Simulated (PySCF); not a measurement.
Species: 2-fluoropyridine, C5H4FN.
SMILES with atom numbers: `[F:1][c:2]1[cH:3][cH:4][cH:5][cH:6][n:7]1` (hydrogens: H8 on C3; H9 on C4; H10 on C5; H11 on C6)

Geometry (PBE0-D3(BJ)/def2-SVP, Å), atoms numbered from 1 in this order:
```
atom  x, y, z in Å
F1    -1.931   -1.718   -0.055
C2    -0.890   -0.897   -0.044
C3    -1.130    0.478   -0.071
C4    -0.017    1.309   -0.059
C5     1.258    0.741   -0.023
C6     1.355   -0.647    0.001
N7     0.293   -1.454   -0.010
H8    -2.151    0.859   -0.099
H9    -0.143    2.394   -0.079
H10    2.157    1.360   -0.013
H11    2.335   -1.136    0.030
```

Method: TDDFT PBE0/def2-SVPD, vertical, gas phase, core orbitals frozen in the response (PySCF 2.14.0, density-fitted response routines).

Transition dipole moments from the ground state, in atomic units and in the frame of the coordinates above (overall signs are arbitrary), for the states with f of 0.002 or more among the lowest 8:

```json
{"state": "S1", "E (eV)": "5.276", "μx": "-0.004", "μy": "0.003", "μz": "0.163"}
{"state": "S2", "E (eV)": "5.508", "μx": "0.642", "μy": "-0.165", "μz": "0.017"}
{"state": "S4", "E (eV)": "6.419", "μx": "0.032", "μy": "-0.495", "μz": "0.008"}
{"state": "S5", "E (eV)": "7.332", "μx": "0.003", "μy": "-0.002", "μz": "-0.122"}
{"state": "S6", "E (eV)": "7.446", "μx": "-1.040", "μy": "-1.250", "μz": "-0.004"}
{"state": "S7", "E (eV)": "7.587", "μx": "1.105", "μy": "-0.935", "μz": "0.038"}
{"state": "S8", "E (eV)": "7.928", "μx": "0.170", "μy": "0.438", "μz": "-0.003"}
```

(1) What oscillator strength does each state have?

(2) The point group is Cs. Which irreducible representation does each state belong to?

(3) What angle do the transition dipoles of S4 and S7 make?

(4) What peak molar absorption coefficient would the strongest computed level give as a lone Gaussian band 0.3 eV wide at half height?

Answers

(1) f = (2/3) ΔE |μ|² with ΔE in hartree (27.2114 eV).

| state | \|μ\|² (au) | \|μ\| (D) | f |
| --- | --- | --- | --- |
| S1 | 0.027 | 0.41 | 0.003 |
| S2 | 0.440 | 1.69 | 0.059 |
| S4 | 0.246 | 1.26 | 0.039 |
| S5 | 0.015 | 0.31 | 0.003 |
| S6 | 2.644 | 4.13 | 0.482 |
| S7 | 2.096 | 3.68 | 0.390 |
| S8 | 0.220 | 1.19 | 0.043 |

(2) From a totally symmetric ground state, an allowed state transforms like the component of the dipole operator along its μ. Polarised normal to the mirror plane, so A″: S1 and S5. Polarised in the mirror plane, so A′: S2, S4, S6, S7 and S8.

(3) |cos θ| = |μa·μb| / (|μa| |μb|) = 0.69, so θ ≈ 46° (taken between 0 and 90°, since the signs are arbitrary).

(4) ε(max) = 2.175×10⁸ f / FWHM, with the width in cm⁻¹. S6: 2.175×10⁸ × 0.4823 / 2420 ≈ 43000 L mol⁻¹ cm⁻¹.

The vertical ionisation energy (ΔSCF) is 9.75 eV, 1.82 eV above S8.
